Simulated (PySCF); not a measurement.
# Hartree-Fock beside MP2: AlBClH3N cation

Calculated results; nothing here was measured. The program is PySCF 2.14.0, an open-source quantum chemistry code, run on an isolated molecule that a program drew, which may never have been made. The molecule is AlBClH3N cation (charge +1, singlet), drawn as the SMILES string `[NH2][Al+][BH]Cl`.

The geometry was optimised and harmonic frequencies were computed with HF and MP2, all in the cc-pV(D+d)Z basis, for the commonest isotopes, with a restricted reference for singlets and an unrestricted one otherwise, and a frozen core in MP2. Each result is a local minimum of its method.

Geometry at the HF minimum:
```xyz
7
AlBClH3N cation, angstrom
N    -1.0998    2.4248    2.8127
Al   -1.1022    1.6838    1.2643
B    -1.0603    0.7642   -0.7042
Cl    0.3521    1.0171   -1.6501
H    -0.3443    2.9663    3.2018
H    -1.8540    2.3900    3.4800
H    -1.9823    0.1224   -1.0840
```

Lengths of the bonds as drawn, in Å (atoms numbered as above):
| bond | HF | MP2 |
|---|---|---|
| N1-Al2 | 1.717 | 1.735 |
| Al2-B3 | 2.173 | 2.170 |
| B3-Cl4 | 1.719 | 1.710 |
| N1-H5 | 1.008 | 1.022 |
| N1-H6 | 1.008 | 1.023 |
| B3-H7 | 1.186 | 1.197 |

Rotational constants, in GHz:
| constant | HF | MP2 |
|---|---|---|
| A | 23.54 | 23.49 |
| B | 1.514 | 1.51 |
| C | 1.422 | 1.419 |

Harmonic frequencies in cm^-1, each column in rising order, so a row needn't be the same motion in every method:
| rank | HF | MP2 |
|---|---|---|
| 1 | 65 | 72 |
| 2 | 81 | 79 |
| 3 | 147 | 127 |
| 4 | 224 | ? |
| 5 | 496 | 464 |
| 6 | 547 | 481 |
| 7 | 673 | 616 |
| 8 | 714 | 683 |
| 9 | 909 | 906 |
| 10 | 970 | 935 |
| 11 | 1067 | 1032 |
| 12 | 1650 | 1520 |
| 13 | 2828 | 2744 |
| 14 | 3732 | 3556 |
| 15 | 3808 | 3648 |

**Estimate the missing MP2 frequency from the HF column.**

A single factor s that minimises the squared misfit of MP2 against s times HF over the other rows is sum(HF x MP2) / sum(HF^2) = 0.9562, with an rms misfit of 26 cm^-1. For rank 4 it gives 0.9562 x 224 = 214 cm^-1. The calculation gives 215 cm^-1, 1 cm^-1 above the estimate. The drawn bonds are on average 0.7 % longer in MP2 than in HF.
